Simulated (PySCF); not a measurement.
**Fractional electron number in Ba⁺ (barium, charge +1)**

The 6s alpha orbital of [Xe] 6s1 is emptied in steps (occupation f), with all orbitals relaxed, ending at [Xe]. Computed with PySCF 2.14 in def2-SVP with the def2 core potential (46 electrons) (4s3p2d1f, 30 functions), with a scalar-relativistic core potential. The exact energy is a straight line in f; departures are measured from the line between the end points of the same method.

```tsv
f	UHF (eV)	LDA (eV)	PBE (eV)	PBE0 (eV)	r2SCAN (eV)	LC-wPBE (eV)	BHandHLYP (eV)	MN15 (eV)	TPSS (eV)
1	0.000	0.000	0.000	0.000	0.000	0.000	0.000	0.000	0.000
0.75	0.004	-0.391	-0.404	-0.295	-0.332	0.021	-0.215	-0.222	-0.381
0.5	0.005	-0.508	-0.539	-0.393	-0.416	0.024	-0.287	-0.288	-0.516
0.25	0.004	-0.365	-0.405	-0.295	-0.275	0.012	-0.215	-0.179	-0.402
0	0.000	0.000	0.000	0.000	0.000	0.000	0.000	0.000	0.000
```

Task: For PBE, how does the orbital energy at f = 1 compare with the removal energy?

Result: −ε = 7.851 eV against a total-energy difference of 10.005 eV. By Janak's theorem ε = ∂E/∂f, so the gap between them reflects the curvature. Along the path −ε is 8.927 (f = 0.75), 9.999 (f = 0.5), 11.093 (f = 0.25) eV.

```tsv
method	E(f=0) − E(f=1) (eV)	−ε at f=1 (eV)	−ε at f=0.5 (eV)
UHF	9.311	9.331	9.310
LDA	10.159	8.038	10.225
PBE	10.005	7.851	9.999
PBE0	9.895	8.319	9.892
r2SCAN	9.730	7.899	9.880
LC-wPBE	9.662	9.775	9.638
BHandHLYP	9.845	8.696	9.845
MN15	9.775	8.593	9.848
TPSS	9.728	7.702	9.674
```

As f goes to zero the orbital energy of a semilocal functional can turn back, because the density of that orbital vanishes from the exchange-correlation potential.

Reference removal energy between the ground levels: 10.004 eV (measured; NIST Atomic Spectra Database, ionization energies). UHF lacks correlation.
